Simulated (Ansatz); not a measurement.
Gas-phase electronic energies from Ansatz, PBE0-D4/def2-TZVP geometries. CBS: MP2 limit from def2 TZ/QZ plus the TZ coupled-cluster correction, frozen cores. This one scheme is used for every species, atoms too. Functionals use def2-TZVPP. Open shells (•) are unrestricted, without spin–orbit coupling. Spin–orbit coupling would lower the free atoms: a little for C, Cl, S, Si.

`C=C1S[SiH]1Cl` → 2 C• + Cl• + 3 H• + S• + Si•  (atomization)

| level | ΔE (kJ/mol) |
| --- | --- |
| B97M-V | 3057.1 |
| r2SCAN0-D4 | 2986.5 |
| BHLYP-D4 | 2896.8 |
| B2PLYP | 2964.1 |
| PBE | 3085.8 |
| MP2/def2-SVP | 2851.8 |
| HF/def2-QZVPP | 2143.4 |
| MP2/CBS(def2) | 3095.9 |

What does CCSD(T)/CBS give? (Estimate.)

Ansatz gave: +3005.9 kJ/mol. The listed levels differ from it by 51.2, -19.4, -109.1, -41.8, 79.9, -154.1, -862.5, 90.0 kJ/mol.

Largest T1 diagnostic among the species: 0.013.

At CCSD(T), def2-SVP lies −217.7 kJ/mol from the extrapolated value and def2-TZVPP −97.8 kJ/mol: correlation converges slowly with the basis, and small sets miss more of it in the bonded molecule than in its fragments. In def2-TZVPP, CCSD(T) changes the Hartree–Fock value by +769.0 kJ/mol (the triples alone add +69.1 kJ/mol) and MP2 by +859.1 kJ/mol; breaking electron pairs costs correlation energy, which Hartree–Fock lacks. From r2SCAN to r2SCAN0 (25 % exact exchange), in def2-TZVPP and without D4, ΔE moves by −60.6 kJ/mol: exact exchange takes away binding that semilocal exchange gives to molecules.

For atomizations the MP2-based limit and the directly extrapolated one differ by several kJ/mol either way, and by 10 to 25 for some Ge, Se and Sn compounds, so smaller differences from it don't rank the levels.
